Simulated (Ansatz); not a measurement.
## The vertical ionisation energy down a group: Si to Sn

One atom is swapped for its congeners: Si(OH)Cl; Ge(OH)Cl; Sn(OH)Cl. All are singlets with charge 0.

Shapes, held fixed at every level: PBE0-D4/def2-TZVP. Flexible molecules stand in one conformer, not always the lowest. Programs: Ansatz 0.2.0. Values in eV.

Task: How should the vertical ionisation energy change along the series?

Result: At CCSD(T)/def2-TZVPP the vertical ionisation energy isn't monotonic: it is largest for Ge and smallest for Sn (10.43 and 9.86 eV). 5 of 6 levels show this order throughout; 5 agree on the largest and the smallest. For atoms past krypton def2 sets carry core potentials with scalar relativity. Relativity is left out for Ge unless named. Correlated rows may include outer-core shells of Ge, Sn, which these sets cover unevenly.

```tsv
level	Si(OH)Cl	Ge(OH)Cl	Sn(OH)Cl
HF/def2-TZVPP	9.10	9.66	9.10
r2SCAN-D4/def2-TZVPP	9.78	10.34	9.69
wB97X-V/def2-TZVPP	10.05	10.53	9.91
B2PLYP/def2-TZVPP	9.94	10.42	9.82
CCSD/def2-TZVPP	10.02	10.45	9.88
CCSD(T)/def2-TZVPP	10.02	10.43	9.86
```
